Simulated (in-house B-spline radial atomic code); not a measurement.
The numbers below are computed, except where a source is named.
Softness against transferability: the 2s channel of C

C, [He] 2s2 2p2, non-relativistic PBE, spherical and spin-unpolarised, from a B-spline radial code for spherical atoms (atomic units). The all-electron 2s level is ε = -0.504901 hartree, its outermost node lies just inside 0.39 bohr and its outer maximum at 1.22 bohr.

Troullier-Martins pseudo-orbitals are made for several radii. The cutoffs (hartree) are the plane-wave energies beyond which the orbital holds less than the named kinetic energy per electron. The phase error is the difference, pseudo minus all-electron, of arctan(R P'/P) at R = 2.01 bohr for all radii, half a hartree below and above the level.

```csv
r_c (bohr),V_l(0) (hartree),cutoff for 10 mEh,for 1 mEh,for 0.1 mEh,phase error at ε − 0.5 (mrad),at ε + 0.5 (mrad)
0.92,2.12,12.1,35.6,57,-0.5,-0.6
1.06,3.13,12.5,21.8,50.4,-0.5,-0.6
1.22,1.96,11.3,21,44.6,-0.7,-0.8
1.38,0.79,9.5,16.4,37,-1.2,-1.4
1.54,-0.03,7.53,13.3,30.1,-2.2,-2.5
1.71,-0.58,4.62,10.8,23.9,-4.0,-4.4
```

(1) Which radius needs the lowest cutoff for 0.1 mEh while both phase errors stay within 1.5 mrad?

(2) What does the larger radius buy, and what does it cost?

Answers

(1) The radii within that limit are 0.92, 1.06, 1.22, 1.38 bohr; of these r_c = 1.38 needs the least, 37 hartree, that is 74 Ry or 1007 eV.

(2) From r_c = 0.92 to 1.71 bohr the cutoff for 1 mEh goes from 35.6 to 10.8 hartree, a factor of 3.30, against 3.45 for a pure 1/r_c² scaling, end to end; step by step it is 35.6, 21.8, 21, 16.4, 13.3, 10.8, and for 0.1 mEh 57, 50.4, 44.6, 37, 30.1, 23.9; the number of plane waves goes as the cutoff to the power 3/2, here a factor of 6.0. The larger of the two phase errors is least at r_c = 0.92 bohr, 0.6 mrad; it is 0.6 at the smallest radius and 4.4 at the largest. These errors test the reference atom alone. Large radii also let the cores of neighbours overlap, which an atom doesn't show.
